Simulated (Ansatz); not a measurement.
Consider the cleavage of the Si–Al bond: `N[SiH2][AlH][SeH]` + `N[Si](O)(Cl)Cl` → `N[SiH2]O[Si](N)(Cl)Cl` + `[AlH2][SeH]`.

Computed with Ansatz on PBE0-D4/def2-TZVP structures; ΔE is electronic, products minus reactants. CBS: MP2 limit from def2 TZ/QZ plus the TZ coupled-cluster correction, frozen cores. This one scheme is used for every species. DFT in def2-TZVPP. B3LYP here is the variant with VWN-RPA as its local correlation; programs differ in this. For Se outer-core shells are correlated without core-valence functions, which leaves a few kJ/mol of doubt a bond. Scalar relativity is left out up to krypton. One conformer a species, not always the lowest.

`N[SiH2][AlH][SeH]`:

```xyz
10

N    -1.315    1.486    0.332
Si   -0.910   -0.084    0.952
Al    0.974   -1.165   -0.211
Se    1.818    0.188   -1.908
H    -1.696    1.547   -0.600
H    -0.661    2.239    0.482
H    -2.134   -0.932    0.851
H    -0.595    0.082    2.401
H     1.670   -2.576    0.005
H     2.848   -0.782   -2.303
```

`N[Si](O)(Cl)Cl`:

```xyz
8

N    -0.372   -0.337   -1.122
Si    0.111   -0.100    0.482
O     0.157    1.479    0.860
Cl   -1.122   -0.900    1.896
Cl    1.937   -1.000    0.651
H    -1.271    0.000   -1.430
H    -0.104   -1.180   -1.603
H     0.664    2.039    0.267
```

`N[SiH2]O[Si](N)(Cl)Cl`:

Cartesian coordinates in Å:
```
N 0.740 1.488 -1.848
Si -0.676 1.363 -0.916
O -0.767 0.020 0.054
Si 0.216 -1.015 0.792
N -0.665 -1.901 1.921
Cl 1.073 -2.336 -0.508
Cl 1.777 0.072 1.586
H 1.613 1.765 -1.429
H 0.885 0.915 -2.662
H -0.747 2.539 -0.020
H -1.835 1.263 -1.829
H -1.330 -1.440 2.519
H -0.283 -2.733 2.338
```

`[AlH2][SeH]`:

Cartesian coordinates in Å:
```
Al -0.359 0.157 0.584
Se 1.150 -1.019 -0.718
H -0.520 -0.327 2.079
H -1.150 1.367 -0.054
H 0.878 -0.178 -1.891
```

```json
{"level": "r2SCAN-D4", "ΔE (kJ/mol)": "-132.6", "difference from CCSD(T)/CBS": "6.2"}
{"level": "PBE0-D4", "ΔE (kJ/mol)": "-120.9", "difference from CCSD(T)/CBS": "17.9"}
{"level": "B3LYP-D4", "ΔE (kJ/mol)": "-140.4", "difference from CCSD(T)/CBS": "-1.6"}
{"level": "ωB97X-V", "ΔE (kJ/mol)": "-138.9", "difference from CCSD(T)/CBS": "-0.1"}
{"level": "B2PLYP", "ΔE (kJ/mol)": "-140.4", "difference from CCSD(T)/CBS": "-1.6"}
{"level": "PBE", "ΔE (kJ/mol)": "-105.8", "difference from CCSD(T)/CBS": "33.0"}
{"level": "r2SCAN", "ΔE (kJ/mol)": "-130.9", "difference from CCSD(T)/CBS": "7.9"}
{"level": "B3LYP", "ΔE (kJ/mol)": "-133.4", "difference from CCSD(T)/CBS": "5.4"}
{"level": "MP2/def2-TZVPP", "ΔE (kJ/mol)": "-146.7", "difference from CCSD(T)/CBS": "-7.9"}
{"level": "SCS-MP2/def2-TZVPP", "ΔE (kJ/mol)": "-149.1", "difference from CCSD(T)/CBS": "-10.3"}
{"level": "CCSD/def2-TZVPP", "ΔE (kJ/mol)": "-141.5", "difference from CCSD(T)/CBS": "-2.7"}
{"level": "CCSD(T)/def2-TZVPP", "ΔE (kJ/mol)": "-138.5", "difference from CCSD(T)/CBS": "0.3"}
{"level": "MP2/def2-QZVPP", "ΔE (kJ/mol)": "-147.7", "difference from CCSD(T)/CBS": "-8.9"}
{"level": "SCS-MP2/def2-QZVPP", "ΔE (kJ/mol)": "-150.0", "difference from CCSD(T)/CBS": "-11.2"}
{"level": "MP2/CBS(def2)", "ΔE (kJ/mol)": "-147.0", "difference from CCSD(T)/CBS": "-8.2"}
{"level": "CCSD/CBS(def2)", "ΔE (kJ/mol)": "-141.9", "difference from CCSD(T)/CBS": "-3.1"}
{"level": "CCSD(T)/CBS", "ΔE (kJ/mol)": "-138.8", "difference from CCSD(T)/CBS": "0"}
```

Largest T1 diagnostic among the species: 0.011.

From PBE to PBE0 (25 % exact exchange), in def2-TZVPP and without D4, ΔE moves by −10.8 kJ/mol. In def2-TZVPP, CCSD(T) changes the Hartree–Fock value by +22.9 kJ/mol (the triples alone add +3.1 kJ/mol) and MP2 by +14.7 kJ/mol. The D4 term adds −7.0 kJ/mol with B3LYP and −4.3 kJ/mol with PBE0; it sums over pairs of atoms, weighted by their polarisabilities, and B3LYP, whose exchange is more repulsive, gets the larger term.
